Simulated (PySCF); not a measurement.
## Dipole response of Cl⁺ (chlorine, charge +1)

[Ne] 3s2 3p3 3d1, high-spin 5D determinant (an excited configuration). Calculation: PySCF 2.14, in dyall-av3z (19s12p3d2f, 84 functions); the non-relativistic Hamiltonian (point nucleus). Coupled (time-dependent) response in atomic units; α is the mean over directions.

```json
{"method": "UHF", "mean α (bohr³)": "24.89", "α xx, yy, zz": "33.35, 33.35, 7.972", "C₆ (like pair)": "76.63", "S(−4)": "4425"}
{"method": "PBE", "mean α (bohr³)": "34.40", "α xx, yy, zz": "47.59, 47.59, 8.027", "C₆ (like pair)": "92.37", "S(−4)": "12960"}
{"method": "PBE0", "mean α (bohr³)": "29.92", "α xx, yy, zz": "40.89, 40.89, 7.971", "C₆ (like pair)": "85.42", "S(−4)": "8084"}
```

S(−4) is the Cauchy moment in α(ω) = α(0) + S(−4) ω² + …

α(iu) at PBE0:

```tsv
u (hartree)	α(iu) (bohr³)
0	29.92
0.0500	19.54
0.100	12.94
0.200	9.269
0.300	7.849
0.500	6.017
0.750	4.372
1.00	3.218
1.50	1.869
2.00	1.194
3.00	0.6016
5.00	0.2447
```

A single London oscillator, α(iu) = α/(1 + u²/ω²), gives C₆ = (3/4) ω α². Matching the computed C₆ needs ω = 4 × 85.42 / (3 × 29.92²) = 0.127 hartree.

For an ion, C₆ is the dispersion term alone; charge-induced terms of lower order in 1/R come first.

The components differ because the open shell of this determinant is not spherical; for a pure term their mean is the scalar polarisability.

The outer electron is Rydberg-like, and this basis confines it to a smaller radius and binds it less than a complete one would.
